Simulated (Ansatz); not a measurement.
Cd(Br)(SeH) (BrCdHSe), SMILES [Br][Cd][SeH].

Geometry optimised at r2SCAN-D4/def2-SVP. The structure was generated by enumeration; whether it is a known compound was not checked. The def2 effective core potentials stand for the cores of Cd; spin–orbit coupling is left out. Other conformers were not sampled.

Two levels are set side by side: PBE/def2-SVPD (Ansatz, a quantum-chemistry and plane-wave program) and CAM-B3LYP/def2-SVPD (Ansatz). Energy differences of separate SCF runs at the same geometry; the states with an electron removed or added have multiplicity 2 and 2. Differences are taken from unrounded values.

```
quantity                           CAM-B3LYP   PBE  PBE minus CAM-B3LYP
---------------------------------  ---------  ----  -------------------
vertical ionisation energy (eV)         9.45  9.04                -0.41
vertical electron affinity (eV)         0.46  0.54                 0.08
vertical singlet–triplet gap (eV)       3.97  3.56                -0.41
```
